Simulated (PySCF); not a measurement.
HOsN, quintet: computed properties

Method: PySCF, UPBE0, basis Os def2-TZVP with ECP60, N def2-TZVP, H def2-TZVP (scalar-relativistic core potentials, no spin–orbit coupling, density fitting).

The structure is a minimum.

| Property | Result |
| --- | --- |
| Point group | Cs |
| Bond lengths | Os–H 1.648 Å, Os–N 1.692 Å |
| Bond angles | H–Os–N 112.2° |
| Rotational symmetry number | 1 |
| Heat capacity Cp at 298.15 K | 39.1 J/(mol K) |
| Atomisation energy without zero-point energy | 667 kJ/mol |
| Highest occupied level (α) | -6.03 eV |
| Zero-point energy | 21.9 kJ/mol |
| Entropy at 298.15 K and 1 bar (electronic part: spin only) | 273.4 J/(mol K) |
| Lowest empty level (β) | -4.03 eV |
| Dipole moment | 2.89 D |
| Rotational constants | 7.332, 0.4442, 0.4188 cm⁻¹ |
| Enthalpy at 298.15 K above 0 K | 10.42 kJ/mol |
| Principal polarisabilities | 36.1, 42.7, 56.2 bohr³ |
| Principal quadrupole moments (Buckingham, traceless) about the centre of mass | -4.10, 0.77, 3.33 D Å |
| Spin squared ⟨S²⟩ | 6.018 |

Harmonic modes (masses in u: Os 191.961, N 14.003, H 1.008):
```json
{"symmetry": "a'", "ω (cm⁻¹)": "616", "IR (km/mol)": "22.0", "μ (u)": "1.08", "type": "bend"}
{"symmetry": "a'", "ω (cm⁻¹)": "985", "IR (km/mol)": "54.1", "μ (u)": "14.70", "type": "stretch"}
{"symmetry": "a'", "ω (cm⁻¹)": "2064", "IR (km/mol)": "87.7", "μ (u)": "1.01", "type": "stretch"}
```

Charges (e):
| atom | Mulliken | Löwdin | polar tensor | spin (Mulliken) | Mayer order to Os1 |
| --- | --- | --- | --- | --- | --- |
| Os1 | 0.52 | 0.48 | 0.60 | 3.22 | – |
| N2 | -0.42 | -0.37 | -0.46 | 0.77 | 2.49 |
| H3 | -0.10 | -0.10 | -0.15 | 0.01 | 0.91 |

Mulliken populations on Os1 (electrons outside its core potential): s 2.90, p 6.41, d 6.13, f 0.03.

Outer orbital energies (eV). α occupied: -12.01, -11.47, -10.90, -10.47, -9.94, -9.07, -6.58, -6.03; empty: -2.04, -1.17, -0.36, 1.91. β occupied: -20.30, -11.07, -9.54, -9.24, -9.08; empty: -4.03, -4.02, -2.83, -1.83.

This need not be the most stable arrangement of these atoms. Other spin states or occupations of the open shell can lie lower. At this level a singlet minimum of Cs symmetry lies 146 kJ/mol below this structure. Spin–orbit coupling, left out here, can matter for elements this heavy.

The final relaxation and frequency run took of the order of 70 core-seconds on a shared host.
